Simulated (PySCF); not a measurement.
Löwdin shares of the frontier orbitals

C4H6FO2 (charge +1).
Geometry (GFN2-xTB, Å), atoms numbered from 1 in this order:
```xyz
13
C4H6FO2 angstrom
C      2.070   -0.471    0.191
C      0.647   -0.177    0.103
O     -0.214   -1.045   -0.257
C     -1.522   -0.461   -0.253
C     -1.227    1.017    0.077
F     -1.371    1.792   -1.011
O      0.168    0.987    0.394
H      2.248   -1.543    0.163
H      2.585   -0.007   -0.658
H      2.503   -0.015    1.083
H     -1.969   -0.574   -1.245
H     -2.135   -0.974    0.493
H     -1.787    1.472    0.901
```

Computed, not measured: PySCF, TDDFT B3LYP/def2-SVPD, vertical, gas phase, core orbitals frozen in the response.

Frontier orbitals with the atoms that hold most of them (Löwdin shares over 4%, at most four atoms; ? is withheld):

```json
{"orbital": "LUMO+2", "ε (eV)": "-3.74", "atoms": "C4 20%, C5 20%, H12 12%, H13 10%"}
{"orbital": "LUMO+1", "ε (eV)": "-4.54", "atoms": "C4 18%, C2 14%, O3 14%, C5 11%"}
{"orbital": "LUMO", "ε (eV)": "?", "atoms": "?"}
{"orbital": "HOMO", "ε (eV)": "-15.36", "atoms": "?"}
{"orbital": "HOMO-1", "ε (eV)": "-15.58", "atoms": "O3 29%, C4 19%, F6 14%, O7 12%"}
{"orbital": "HOMO-2", "ε (eV)": "-16.29", "atoms": "F6 56%, O7 17%, C1 8%, C5 6%"}
{"orbital": "HOMO-3", "ε (eV)": "-16.60", "atoms": "C1 33%, O7 20%, H9 14%, H8 7%"}
```

Task: Which atoms hold the LUMO, and with what shares?

Result: C2 (bonded to C and 2 O) 44%; O3 (bonded to 2 C) 20%; O7 (bonded to 2 C) 17%; C1 (bonded to C and 3 H) 8%. By element: carbon 52% or more, oxygen 36%.

Task: Give the leading atoms of the HOMO.

Result: F6 (bonded to C) 37%; C5 (bonded to C, F, O and H) 18%; C4 (bonded to C, O and 2 H) 12%; O3 (bonded to 2 C) 10%. By element: fluorine 37%, carbon 30% or more, oxygen 10% or more.

Task: What is the LUMO energy, and the HOMO–LUMO gap?

Result: ε(LUMO) = -7.46 eV; the gap is 7.90 eV (0.2903 hartree).

Task: The HOMO–LUMO gap is 7.90 eV. Where does the response calculation put the lowest singlet, and from which orbitals?

Result: S1 is at 6.80 eV (f = 0.0090), 1.10 eV below the gap, made of HOMO→LUMO (92%). 

Task: Give energy, strength and leading configuration of S1, S2 and S3, and follow the Löwdin shares of the leading atoms from the occupied to the empty orbital.

Result: 
- S1 (6.80 eV, f 0.0090), HOMO→LUMO (92%): F6 37% → at most 8%, C5 18% → at most 8%, C2 at most 11% → 44%, O3 10% → 20%
- S2 (7.37 eV, f 0.083), HOMO-1→LUMO (81%): O3 29% → 20%, C4 19% → at most 8%, C2 at most 12% → 44%
- S3 (7.70 eV, f 0.016), HOMO-2→LUMO (71%): F6 56% → at most 8%, O7 17% → 17%, C2 at most 6% → 44%, O3 at most 6% → 20%
